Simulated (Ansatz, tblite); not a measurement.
Forces on Fe₂S⁺ at its r2SCAN-D4/def2-TZVP geometry. Charge 1, multiplicity 2.

The xTB rows come from tblite. At PBE0-D4/def2-TZVP the charge 1 doublet is spin-contaminated (final ⟨S²⟩ up to 3.95, 0.75 for a pure state). The structure comes from a short search, and lower isomers may exist.

GFN1-xTB (tblite), largest force 2.82 eV/Å:

```xyz
3
positions Å, forces eV/Å
Fe    0.008    1.160    0.802   -0.653   -0.472   -1.315
Fe    0.636   -1.255    0.113   -0.967    0.717   -0.984
S    -0.643    0.095   -0.914    1.620   -0.245    2.299
```

GFN2-xTB (tblite), largest force 1.78 eV/Å:

```
Fe -0.471 -0.068 -0.764
Fe -0.554 0.227 -0.688
S 1.025 -0.159 1.452
```

PBE0-D4/def2-TZVP (Ansatz), largest force 0.47 eV/Å:

```
Fe 0.001 0.262 0.180
Fe 0.243 -0.390 0.105
S -0.244 0.127 -0.285
```
